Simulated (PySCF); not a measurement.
Species: C4H4N4O.
Cartesian coordinates in Å at the GFN2-xTB level; atoms count from 1:
```xyz
13
C4H4N4O angstrom
C     -1.8843   -0.3045    0.1037
O     -0.7494   -1.1524    0.0310
C      0.4379   -0.5540   -0.0319
N      1.5725   -1.2889   -0.1044
N      2.6435   -0.4784   -0.1570
N      2.2531    0.7189   -0.1216
C      0.8934    0.7670   -0.0436
C      0.1660    1.9645    0.0080
N     -0.4454    2.9339    0.0502
H     -2.7438   -0.9697    0.1471
H     -1.8502    0.3210    0.9988
H     -1.9532    0.3364   -0.7785
H      1.6556   -2.2932   -0.1197
```

Probes without a nucleus sit at each ring's centroid and 1 Å off its mean plane on both sides; NICS is minus the shielding there, NICSzz its component along the normal. Level: GIAO PBE0/pcSseg-1 (PySCF, non-relativistic, gas phase) on the GFN2-xTB geometry, one conformer.

Ring bond lengths (Å), with Mayer bond orders in brackets: C3–N4 1.354 (1.16), N4–N5 1.344 (1.12), N5–N6 1.260 (1.58), N6–C7 1.363 (1.24), C7–C3 1.397 (1.30).

What do the NICS probes read (ppm)?

```csv
ring,type,NICS(0),"NICS(1), two faces","NICS(1)zz, two faces",rms pucker (Å),"centre to ring atoms, mean (Å)"
C3–N4–N5–N6–C7,5-membered ring with 3 N; formal bonds all aromatic,-12.5,-11.4 / -11.4,-26.8 / -26.8,0.00,1.14
```

What do they say, and how far can they be read as aromaticity?

- C3–N4–N5–N6–C7: mean NICS(1)zz -26.8 ppm, shielded. The ring is flat and has no four-coordinate atom; by the NICS criterion it is aromatic.

And the bond-length index? HOMA = 1 − mean of α(R − Ropt)² over the ring bonds, with Krygowski's 1993 parameters (CC: Ropt 1.388 Å, α 257.7 Å⁻²; CN: Ropt 1.334 Å, α 93.52 Å⁻²; NN: Ropt 1.309 Å, α 130.33 Å⁻²).

- C3–N4–N5–N6–C7: HOMA 0.88; the largest term is that of N5–N6, α(R − Ropt)² = 0.31. The geometric and the magnetic index point the same way.

What is the mean of the two in-plane components of NICS at the second NICS(1) probe listed for ring C3–N4–N5–N6–C7, 1 Å off the ring?

The isotropic value is a third of the trace: (3 × -11.4 − (-26.8))/2 = -3.7 ppm.

The run took 17 s of wall time on x86-64 server, one thread, no GPU, on a shared host. This is the whole shielding run at PBE0/pcSseg-1, SCF included.
